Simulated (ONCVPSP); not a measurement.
**What one change does to a pseudopotential (As, ONCV)**

| Property | Result |
| --- | --- |
| Element | arsenic |
| Generator | ONCVPSP 4.0.1 |
| Type | optimised norm-conserving Vanderbilt (ONCV) |
| Functional | LDA (Perdew-Zunger) |
| Relativity | fully relativistic |
| Frozen core | [Ar] 3d10 |
| Valence charge | 5 |
| Reference configuration | 4s1 4p4 |
| Partial waves | 4s: rc 1.35 bohr, ncon 5, nbas 9, qcut 4.8 1/bohr, 2 projectors, debl 0.6 Ha; 4p: rc 1.60 bohr, ncon 5, nbas 9, qcut 4.9 1/bohr, 2 projectors, debl 0.3 Ha |
| Local potential | polynomial inside 1.30 bohr (lpopt 5, dvloc0 0 Ha) |
| Core correction | Teter function, parameters optimised by the program |

Open shells are filled in proportion to 2j + 1.

Change: p: nbas 8.

Cutoffs: the cutoffs (Ha) at which the residual kinetic energy of the hardest occupied pseudo-wave falls to 1 and 0.1 mHa per electron; they do not see the model core or the augmentation charge, which bear on the density cutoff. Errors are all-electron minus pseudo energies relative to the spin-unpolarised reference configuration.

**Question.** Predict the effect on cutoff, ghosts and configuration errors.

**Answer.** The potential gets neither clearly harder nor softer (103 Ha and 125 Ha → 103 Ha and 125 Ha); both files keep a bound ghost (p, s); the errors of the 4 common tests hardly move; the range in which the p1/2 phases agree widens (upper end 3.1 → at the end of the scan).

| quantity | base | changed |
| --- | --- | --- |
| cutoff, loose | 103 Ha | 103 Ha |
| cutoff, tight | 125 Ha | 125 Ha |
| loose cutoff by channel | s 103 Ha, p 8.9 Ha | s 103 Ha, p 13 Ha |
| bound ghosts | s, p3/2 | s, p3/2, p1/2 |
| GHOST(+) flags under 300 eV | none | none |
| error for 4s2 4p3, meV [ΔE -9.48 eV] | -9.7 | -9.4 |
| error for 4s2 4p2, meV [ΔE -0.15 eV] | -66 | -66 |
| error for 4s2 4p1, meV [ΔE 18.02 eV] | -310 | -313 |
| error for 4s1 4p0, meV [ΔE 97.18 eV] | -1878 | -1886 |
| s: phases at 1.37 bohr within 0.05 rad from the reference energy up to (Ha; the scan ends near 5) | to the end of the scan | to the end of the scan |
| p3/2: phases at 1.62 bohr within 0.05 rad from the reference energy up to (Ha; the scan ends near 5) | to the end of the scan | to the end of the scan |
| p1/2: phases at 1.62 bohr within 0.05 rad from the reference energy up to (Ha; the scan ends near 5) | 3.1 | to the end of the scan |
| rms error of d²Exc/dni dnj with the model core, mHa | 0.19 | 0.19 |

 A true bound ghost makes a file unfit for plane-wave use even where its test errors are small: the radial tests pick states by their node count and pass the ghost by.
